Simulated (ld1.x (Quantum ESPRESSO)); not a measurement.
## Pt: one change to an ultrasoft potential, before and after

platinum, ultrasoft, made with ld1.x (Quantum ESPRESSO) 7.5 (BLYP, scalar-relativistic). Core [Xe] 4f14, reference 5d9 6s0.75 6p0 (charge +0.25). Waves: 6s (bound): rcut 1.55, rcutus 2.15 bohr; 6s channel at 0.1 Ry: rcut 1.55, rcutus 2.15 bohr; 6p (bound, empty): rcut 3.35, rcutus 4.10 bohr; 6p channel at 2.9 Ry: rcut 3.35, rcutus 4.10 bohr; 5d (bound): rcut 1.15, rcutus 1.45 bohr; 5d channel at 1.15 Ry: rcut 1.15, rcutus 1.45 bohr. Local part: all-electron potential smoothed inside 1.95 bohr (lloc = -1). Core correction: Bessel-smoothed model core, default radius (core density twice the valence density). Augmentation charge: PSQ, radius 0.90 bohr.

Change: waves 6s (bound): rcut 1.55, rcutus 2.52 bohr; 6s channel at 0.1 Ry: rcut 1.55, rcutus 2.52 bohr.

Cutoffs: the cutoffs (Ry, on a coarse ladder) from which the occupation-weighted sum of valence levels, in a spherical-Bessel basis at the reference potential, stays within 10 and 1 mRy of its value at 400 Ry; they do not see the model core or the augmentation charge, which bear on the density cutoff. Errors are all-electron minus pseudo energies relative to the spin-unpolarised reference configuration.

Q: What does the change do?

A: The potential gets neither clearly harder nor softer (50 Ry and 90 Ry → 50 Ry and 90 Ry); both files keep a bound ghost (s); of the 7 tests that both files solve, the error grows in 3 and shrinks in 1 by more than 15 % and 0.3 meV (median size 18.7 → 23.5 meV).

```csv
quantity,base,changed
"cutoff, loose",50 Ry,50 Ry
"cutoff, tight",90 Ry,90 Ry
bound ghosts,s,s
"error for 5d9 6s1 6p0, meV [ΔE -1.63 eV]",+0.4,+0.1
"error for 5d9 6s0 6p0, meV [ΔE 7.61 eV]",-6.5,-11
"error for 5d8 6s0 6p0, meV [ΔE 27.49 eV]",-39,-42
"error for 5d10 6s0 6p0, meV [ΔE -1.54 eV]",-19,-23
"error for 5d9 6s0 6p1, meV [ΔE 3.40 eV]",-2.9,-6.6
"error for 5d8 6s1 6p0, meV [ΔE 9.41 eV]",-25,-28
"error for 5d8 6s1 6p1, meV [ΔE 4.79 eV]",-24,-26
s: phases at 4.42 bohr within 0.05 rad from the reference energy up to (Ry; the scan ends near 5),3.7,3.7
p: phases at 4.42 bohr within 0.05 rad from the reference energy up to (Ry; the scan ends near 5),1.1,1.1
d: phases at 4.42 bohr within 0.05 rad from the reference energy up to (Ry; the scan ends near 5),to the end of the scan,to the end of the scan
lowest overlap eigenvalue by channel,"s 0.50, p 0.21, d 0.89","s 0.31, p 0.21, d 0.89"
```

 A true bound ghost makes a file unfit for plane-wave use even where its test errors are small: the radial tests pick states by their node count and pass the ghost by.
